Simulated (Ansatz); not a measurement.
Ansatz (an electronic-structure program) input for Se(F)(OSiH3) (FH3OSeSi), SMILES F[Se]O[SiH3], PBE/def2-SVPD. Geometry optimised at PBE-D3(BJ)/def2-SVP. The geometry has at least one imaginary mode, so it is a saddle point at that level. One conformer was computed; it need not be the lowest.

Ansatz 0.2 input:
```yaml
crystal:
  periodic: [false, false, false]
  atoms:
    - {symbol: Se, position_ang: [-0.21004313, 0.55562851, 0.78556599]}
    - {symbol: F, position_ang: [-1.85277406, 0.27836432, 0.12469794]}
    - {symbol: O, position_ang: [0.66091083, -0.85403420, 0.07654746]}
    - {symbol: Si, position_ang: [1.06760952, -0.85323710, -1.59309401]}
    - {symbol: H, position_ang: [-0.13677645, -1.18073580, -2.42542422]}
    - {symbol: H, position_ang: [2.10327256, -1.92816695, -1.73053735]}
    - {symbol: H, position_ang: [1.61611680, 0.48984768, -1.98462726]}
basis:
  gaussian:
    orbitals: def2-SVPD
hamiltonian:
  xc: {name: PBE}
```

Output:

```
WARN ansatz: RAYON_NUM_THREADS=1 ignored (pool sized by the plan → 1); use --threads N
Functional definition: PBE
integrals: 0.08 GiB planned
1241 factors; their error is unknown
mean field: 0.45 GiB planned
mean field evaluation 1: about -77999.8342 eV, gradient 6.6e1 eV
mean field evaluation 2: about -77915.3122 eV, gradient 1.9e2 eV
mean field evaluation 4: about -78006.4794 eV, gradient 2.4e1 eV
mean field evaluation 8: about -78007.4769 eV, gradient 9.4e-2 eV
mean field evaluation 16: about -78007.4482 eV, gradient 5.3e-5 eV
mean field -78007.44818519 eV, -2866.7208454582 hartree, gradient 5.3e-5 eV, S^2 0.000000; 0 other end points of the search recorded, 0 dependent functions left out
reference -78007.44824200 eV, -2866.7208475458 hartree; 34, 34 occupied and 101, 101 virtual orbitals, 1241 factors
Total energy: -78007.44824200 eV, -2866.7208475458 hartree
```

The calculation finished and met its thresholds.

Cost: very roughly 2.1 core-seconds.
